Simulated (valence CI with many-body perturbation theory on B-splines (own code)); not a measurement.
**Forbidden lines of Au²⁸⁺**

Level of theory: valence CI with perturbative core correlation (CI+MBPT): five valence electrons over a frozen Dirac-Fock core [Kr] 4d10, radial functions for each j: 7 s, 7 p, 7 d, 7 f, 4 g, 2 h, with the one-electron correlation potential Σ1 (screened to all orders), the two-electron term Σ2, the three-electron term Σ3, Breit, model QED; selected single and double excitations, second order for the rest, scaled by the run's own slope (own B-spline code, finite nucleus).

No measured spectrum was set against this ion. As an estimate, large intervals hold to a few tenths of a per cent, small ones and those within an open d or f shell to about a per cent. Among the levels kept, up to 980 cm⁻¹ of a level comes from second order outside the variational space, and about a tenth of that is noise between levels of different J, which matters for small intervals. Only levels of the ground parity were solved; by the run's estimate the other parity begins above the list, which can be wrong where configurations are misplaced.

Lines 51 to 100 of 119 in falling wavelength, among levels below 45.237 eV, chosen from the decays that carry over 1 % of a level's rate. Wavelengths and rates use the calculated energies. Electric multipoles are in the length gauge, E1 and E2 with the static RPA response of the core. S is in atomic units (e²a₀⁴ for E2 and M2, e²a₀⁶ for E3), for M1 in squared Bohr magnetons. Weak lines are less certain than strong ones. Lines between different terms over intervals too small for the method are left out, as are lines whose strength nearly cancels. Where a level lies close to another of its J and parity, the split of strength between their lines is uncertain.

Names give the largest LS component (configuration and term), which can be under half, so a name can repeat, a term be missing and a line seem to break the LS rules; names also repeat where a configuration has a term twice. Letters in brackets count levels of one name in rising energy.

```tsv
λ vac (Å)	Upper	Lower	Type	A (s⁻¹)	S (a.u.)
3117	4f⁵ ⁴H°_11/2 [a]	4f⁵ ⁶F°_11/2	M1	4.82e+01	6.49e-01
3046	4f⁵ ⁶F°_5/2 [a]	4f⁵ ⁶H°_5/2	M1	5.79e+02	3.64e+00
3023	4f⁵ ⁶F°_5/2 [b]	4f⁵ ⁶F°_3/2	M1	7.89e+02	4.85e+00
3019	4f⁵ ⁴P°_5/2 [a]	4f⁵ ⁶F°_7/2	M1	2.20e+02	1.35e+00
2999	4f⁵ ⁴L°_13/2 [a]	4f⁵ ⁶H°_11/2	M1	3.47e+02	4.87e+00
2937	4f⁵ ⁴K°_13/2 [a]	4f⁵ ⁶F°_11/2	M1	1.08e+02	1.42e+00
2929	4f⁵ ⁴K°_11/2 [a]	4f⁵ ⁶H°_11/2	M1	4.07e+02	4.55e+00
2861	4f⁵ ⁶F°_3/2	4f⁵ ⁶H°_5/2	M1	2.42e+02	8.42e-01
2853	4f⁵ ²G°_7/2 [a]	4f⁵ ⁶F°_5/2 [b]	M1	2.84e+01	1.96e-01
2841	4f⁵ ⁶F°_5/2 [b]	4f⁵ ⁶F°_5/2 [a]	M1	4.82e+02	2.46e+00
2822	4f⁵ ⁴M°_17/2	4f⁵ ⁴I°_15/2 [a]	M1	5.58e+02	8.37e+00
2670	4f⁵ ²K°_15/2 [a]	4f⁵ ⁴M°_15/2	M1	1.58e+03	1.78e+01
2641	4f⁵ ⁶F°_1/2	4f⁵ ⁶H°_5/2	E2	3.19e-02	7.32e-03
2634	4f⁵ ²M°_17/2 [a]	4f⁵ ⁴M°_15/2	M1	5.16e+00	6.29e-02
2614	4f⁵ ⁴G°_9/2 [a]	4f⁵ ⁶F°_9/2	M1	2.22e+01	1.47e-01
2591	4f⁵ ⁴G°_7/2 [a]	4f⁵ ⁶F°_7/2	M1	3.91e+02	2.02e+00
2567	4f⁵ ⁴F°_5/2 [a]	4f⁵ ⁶F°_5/2 [b]	M1	3.76e+02	1.41e+00
2545	4f⁵ ⁴F°_3/2 [a]	4f⁵ ⁶F°_1/2	M1	1.21e+03	2.95e+00
2544	4f⁵ ⁶F°_11/2	4f⁵ ⁶H°_9/2	M1	1.08e+02	7.94e-01
2369	4f⁵ ⁴F°_3/2 [a]	4f⁵ ⁶F°_3/2	M1	5.48e+02	1.08e+00
2331	4f⁵ ⁴I°_9/2 [b]	4f⁵ ⁶F°_9/2	M1	4.82e+02	2.26e+00
2315	4f⁵ ⁶F°_9/2	4f⁵ ⁶H°_7/2	M1	8.10e+00	3.73e-02
2294	4f⁵ ⁴I°_9/2 [a]	4f⁵ ⁶H°_9/2	M1	3.55e+02	1.59e+00
2291	4f⁵ ⁴H°_11/2 [a]	4f⁵ ⁶F°_9/2	M1	1.82e+02	9.72e-01
2256	4f⁵ ⁴F°_3/2 [a]	4f⁵ ⁶F°_5/2 [a]	M1	4.72e+01	8.04e-02
2201	4f⁵ ⁴K°_11/2 [a]	4f⁵ ⁶H°_9/2	M1	7.44e+02	3.53e+00
2124	4f⁵ ⁴L°_15/2	4f⁵ ⁶H°_13/2	M1	1.25e+02	7.12e-01
2095	4f⁵ ⁴P°_5/2 [a]	4f⁵ ⁶F°_3/2	M1	2.58e+01	5.28e-02
2077	4f⁵ ⁶F°_5/2 [b]	4f⁵ ⁶H°_7/2	M1	9.40e+02	1.87e+00
2018	4f⁵ ⁶F°_7/2	4f⁵ ⁶H°_5/2	M1	1.36e+01	3.32e-02
2006	4f⁵ ⁴P°_5/2 [a]	4f⁵ ⁶F°_5/2 [a]	M1	1.33e+03	2.39e+00
1952	4f⁵ ⁴D°_7/2 [a]	4f⁵ ⁶F°_9/2	M1	6.28e+02	1.39e+00
1932	4f⁵ ⁴G°_9/2 [a]	4f⁵ ⁶F°_7/2	M1	1.81e+02	4.83e-01
1915	4f⁵ ⁴H°_11/2 [a]	4f⁵ ⁶H°_13/2	M1	7.87e+01	2.46e-01
1894	4f⁵ ⁴G°_7/2 [a]	4f⁵ ⁶H°_9/2	M1	9.53e+02	1.92e+00
1869	4f⁵ ²G°_7/2 [a]	4f⁵ ⁶F°_7/2	M1	2.36e+02	4.58e-01
1853	4f⁵ ⁴K°_13/2 [a]	4f⁵ ⁴I°_15/2 [a]	M1	1.50e+01	4.94e-02
1853	4f⁵ ²P°_1/2 [a]	4f⁵ ⁶F°_1/2	M1	3.95e+02	1.86e-01
1845	4f⁵ ⁴K°_13/2 [a]	4f⁵ ⁶H°_13/2	M1	1.73e+01	5.64e-02
1829	4f⁵ ⁴G°_9/2 [a]	4f⁵ ⁶H°_11/2	M1	2.64e+02	5.97e-01
1773	4f⁵ ⁴I°_9/2 [b]	4f⁵ ⁶F°_7/2	M1	6.84e+02	1.41e+00
1768	4f⁵ ²K°_15/2 [a]	4f⁵ ⁶H°_13/2	M1	5.22e+02	1.71e+00
1759	4f⁵ ²M°_17/2 [a]	4f⁵ ⁴I°_15/2 [a]	M1	2.57e+00	9.35e-03
1758	4f⁵ ²P°_1/2 [a]	4f⁵ ⁶F°_3/2	M1	1.55e+03	6.24e-01
1742	4f⁵ ⁴F°_5/2 [a]	4f⁵ ⁶F°_7/2	M1	4.84e+02	5.69e-01
1725	4f⁵ ⁶P°_3/2	4f⁵ ⁶F°_1/2	M1	3.48e+01	2.65e-02
1693	4f⁵ ⁴I°_9/2 [a]	4f⁵ ⁶H°_7/2	M1	1.51e+03	2.72e+00
1686	4f⁵ ⁴I°_9/2 [b]	4f⁵ ⁶H°_11/2	M1	1.22e+02	2.17e-01
1664	4f⁵ ⁴H°_11/2 [a]	4f⁵ ⁶H°_11/2	M1	7.78e+01	1.60e-01
1642	4f⁵ ⁶P°_3/2	4f⁵ ⁶F°_3/2	M1	3.30e+02	2.17e-01
```
